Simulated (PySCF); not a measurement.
Isomers of C4H4F2O2, one GFN2-xTB conformer each. Single-point energies are computed at PBE0/pcSseg-1 (PySCF, gas phase, no added dispersion term), electronic only.

```json
{"SMILES": "CC(F)(F)OC=C=O", "GFN2-xTB relative energy (kcal/mol)": "0.0"}
{"SMILES": "O=C[C@@H](F)[C@@H]1O[C@H]1F", "GFN2-xTB relative energy (kcal/mol)": "17.2"}
```

Conformers: `[CH3:1][C:2]([F:3])([F:4])[O:5][CH:6]=[C:7]=[O:8]` with C1–C2–O5–C6 180°, C2–O5–C6–C7 -1°; `[O:1]=[CH:2][C@@H:3]([F:4])[C@@H:5]1[O:6][C@H:7]1[F:8]` with O1–C2–C3–F4 -175°, C2–C3–C5–O6 125°.

**Question.** What does PBE0/pcSseg-1 give for the same structures?

**Answer.** 
```
                     SMILES  PBE0/pcSseg-1 E (Eh)  PBE0/pcSseg-1 (kcal/mol)  GFN2-xTB (kcal/mol)  point group
             CC(F)(F)OC=C=O            -504.34466                       0.0                  0.0           Cs
O=C[C@@H](F)[C@@H]1O[C@H]1F            -504.32501                      12.3                 17.2           C1
```

Both levels put the same isomer lowest. As drawn, the lower has cumulated double bonds, two fluorines on one carbon and a C=C bond outside aromatic rings, which the higher lacks; the higher has a three-membered ring, which the lower lacks.

**Question.** Which frontier levels, dipoles and rotational constants go with these structures?

**Answer.** 
```csv
SMILES,"HOMO (eV, PBE0/pcSseg-1)",LUMO (eV),dipole (D),"A, B, C (MHz)"
CC(F)(F)OC=C=O,-6.78,-1.84,2.53,"4118, 1533, 1397"
O=C[C@@H](F)[C@@H]1O[C@H]1F,-8.29,-1.71,1.74,"3052, 1504, 1119"
```
